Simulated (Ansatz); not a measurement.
```xyz
2

C     0.0000    0.0000   -0.5157
N     0.0000    0.0000    0.5157
```

Basis set: 6-31G (spherical functions). Frozen core: 2 orbitals. Correlation on ROHF uses semicanonical orbitals with singles. Charge 0, multiplicity 2.

Computed with Ansatz (development build ahead of 0.2.0); the reference of a correlated method needn't be the lowest determinant of its kind.

(1) Give the atomization energy at this shape (free ground-state atoms in the same class of orbitals less the molecule, no zero-point energy) of doublet CN by UHF-BCCD(T), ROHF-CCSD(T).

Answers

(1)

```tsv
method	atomization energy
UHF-BCCD(T)	94.54 kcal/mol
ROHF-CCSD(T)	94.57 kcal/mol
```

Caution: the reference determinant was not shown to be the lowest; the shape is not the minimum.

This basis has no polarisation functions and is too small for such energies, which can lie far from measured ones in either direction.
